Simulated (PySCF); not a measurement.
# Hartree-Fock beside MP2: AlClH4N anion

All numbers below are calculated, not measured. The program is PySCF 2.14.0, an open-source quantum chemistry code, run on an isolated molecule that a program drew, which may never have been made. The molecule is AlClH4N anion (charge -1, singlet), drawn as the SMILES string `[NH2][AlH2-][Cl]`.

The geometry was optimised and harmonic frequencies were computed with HF and MP2, all in the aug-cc-pV(D+d)Z basis, for the commonest isotopes, with a restricted reference for singlets and an unrestricted one otherwise, and a frozen core in MP2. Each result is a local minimum of its method.

Geometry at the HF minimum:
```xyz
7
AlClH4N anion, angstrom
N    -0.8131    1.1087   -0.0550
Al   -0.6886    2.9037   -0.4837
Cl    0.7457    3.2293   -2.2592
H    -1.2352    0.4878   -0.7205
H     0.0011    0.6478    0.3077
H    -0.0317    3.7257    0.7452
H    -2.1218    3.4556   -0.9925
```

Lengths of the bonds as drawn, in Å (atoms numbered as above):
```
   bond     HF    MP2
 N1-Al2  1.850  1.874
Al2-Cl3  2.306  2.296
  N1-H4  1.003  1.021
  N1-H5  1.003  1.021
 Al2-H6  1.618  1.617
 Al2-H7  1.618  1.617
```

Rotational constants, in GHz:
| constant | HF | MP2 |
|---|---|---|
| A | 15.32 | 15.31 |
| B | 3.284 | 3.26 |
| C | 2.859 | 2.843 |

Harmonic frequencies in cm^-1, each column in rising order, so a row needn't be the same motion in every method:
| rank | HF | MP2 |
|---|---|---|
| 1 | 177 | 166 |
| 2 | 186 | 186 |
| 3 | 342 | 350 |
| 4 | 457 | 432 |
| 5 | 463 | 449 |
| 6 | 619 | 593 |
| 7 | 684 | 647 |
| 8 | 780 | 744 |
| 9 | 807 | 769 |
| 10 | 816 | 775 |
| 11 | 1674 | 1541 |
| 12 | 1774 | 1774 |
| 13 | 1824 | 1808 |
| 14 | 3724 | ? |
| 15 | 3804 | 3617 |

**Estimate the missing MP2 frequency from the HF column.**

A single factor s that minimises the squared misfit of MP2 against s times HF over the other rows is sum(HF x MP2) / sum(HF^2) = 0.9589, with an rms misfit of 32 cm^-1. For rank 14 it gives 0.9589 x 3724 = 3571 cm^-1. The calculation gives 3515 cm^-1, 56 cm^-1 below the estimate. The drawn bonds are on average 0.7 % longer in MP2 than in HF.
